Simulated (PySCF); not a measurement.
# Ni⁺: excitation energy

Ni⁺ [Ar] 3d9 (2D) → Ni⁺ [Ar] 3d8 4p1 (high-spin determinant), as a difference of total energies. All numbers are calculated (PySCF 2.14, the non-relativistic Hamiltonian (point nucleus), in dyall-av2z (16s12p7d2f, 101 functions)). Correlated levels: valence: [Ar] frozen; virtual orbitals above 40 to 60 times the deepest correlated orbital energy dropped. The calculations carry no spin-orbit coupling.

```tsv
method	excitation energy (cm⁻¹)
UHF	35083
LDA	60234
PBE	55606
PBE0	52078
r2SCAN	49445
MN15	61841
PBEsol	56826
BP86	55734
r2SCAN0	47778
MP2 (valence)	56220
SCS-MP2 (valence)	54734
```

A first-order spin-orbit estimate (lowest level to lowest level, LS coupling) adds -0.026 eV.

The determinant of the upper state mixes LS terms, which raises its energy above the lowest term, most at the Hartree-Fock and MP2 levels.
